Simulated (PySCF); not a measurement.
A structure optimised at PBE-D3(BJ)/def2-SVP, used in a PySCF frequency run:

```xyz
11

O      0.2864    -1.6082     1.4054
Sn     0.0000     0.0000     0.2194
O     -0.2864     1.6082     1.4054
P      2.2323     0.1112    -0.9992
P     -2.2323    -0.1112    -0.9992
H     -0.5031    -1.7345     1.9679
H      0.5031     1.7345     1.9679
H      1.6168     0.8384    -2.0834
H      1.9555    -1.1588    -1.6255
H     -1.9555     1.1588    -1.6255
H     -1.6168    -0.8384    -2.0834
```

Q: Write its SMILES, formula and point group.

A: [OH][Sn]([OH])([PH2])[PH2], H6O2P2Sn, C2

Q: What are its rotational constants (standard atomic weights)?

A: 2.0526, 1.2075, 1.0588 GHz
